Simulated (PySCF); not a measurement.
BrPdN: fields on a plane

Level of theory: PySCF, UPBE0, basis Pd def2-SVP with ECP28, N def2-SVP, Br def2-SVP (scalar-relativistic core potentials, no spin–orbit coupling, density fitting).

The triplet minimum has Pd–Br 2.365 Å, Pd–N 1.746 Å; Br–Pd–N 110.6°.

The plane holds Pd1 at (0.00, 0.00), N2 at (1.75, 0.00), Br3 at (-0.83, 2.21) Å. Columns run from x = -2.85 to 4.05 Å, rows from y = 4.65 (top) to -1.95 Å, in steps of 0.3 Å. Other isomers or separated fragments may lie lower. Core electrons replaced by a potential are absent, the electrostatic potential uses the reduced nuclear charge, and values within about 0.7 Å of such atoms have no physical meaning.

Q: Give the electron density (e/Å³) (cut at 5 e/Å³). Lower edges of the bins (e/Å³): '0' 0.000, '1' 0.030, '2' 0.076, '3' 0.151, '4' 0.268, '5' 0.455, '6' 0.750, '7' 1.218, '8' 1.960, '9' 3.136; top 5.00.

A: 
```
000000000000000000000000
000000000000000000000000
000000000000000000000000
000011111110000000000000
000122333211000000000000
001234555431100000000000
001356777642100000000000
012468999753100000000000
012469999753200000000000
012468999753210000000000
012357887643210000000000
001345666543211111000000
001234455554333332100000
000122356887545554310000
000012469999767886420000
000012479999878997521000
000001479999878997521000
000001369999767886420000
000001247886545654310000
000000134443323332100000
000000012221111111000000
000000000000000000000000
000000000000000000000000
```

Q: Give the lowest empty orbital (Å^-3/2) at -4.10 eV (cut at ±0.3; overall sign arbitrary). Every second row and column.

A: 
```
 0.00  0.01  0.01  0.02  0.01  0.01  0.00  0.00  0.00  0.00  0.00  0.00
 0.01  0.03  0.05  0.06  0.04  0.01  0.00  0.00  0.00  0.00  0.00  0.00
 0.02  0.07  0.13  0.15  0.07  0.01 -0.01 -0.01  0.00  0.00  0.00  0.00
 0.03  0.10  0.24  0.28  0.05 -0.06 -0.04 -0.01  0.00  0.00  0.00  0.00
 0.03  0.08  0.19 -0.30 -0.02 -0.18 -0.06 -0.01  0.00  0.00  0.00  0.00
 0.01  0.02 -0.01 -0.17 -0.30 -0.14 -0.02  0.02  0.02  0.00  0.00  0.00
 0.00 -0.02 -0.07 -0.12  0.02  0.11  0.05  0.12  0.08 -0.01 -0.02 -0.01
-0.01 -0.03 -0.09 -0.14  0.30  0.26 -0.15  0.30  0.10 -0.13 -0.06 -0.02
-0.01 -0.03 -0.10 -0.28 -0.30  0.02 -0.22  0.30 -0.30 -0.30 -0.09 -0.02
 0.00 -0.02 -0.06 -0.10  0.04  0.30  0.23  0.06 -0.23 -0.17 -0.07 -0.02
 0.00 -0.01 -0.01  0.01  0.11  0.21  0.15  0.04 -0.04 -0.06 -0.03 -0.01
 0.00  0.00  0.01  0.02  0.06  0.08  0.07  0.03  0.00 -0.01  0.00  0.00
```

With open d or f shells other occupations or spin states may lie lower.
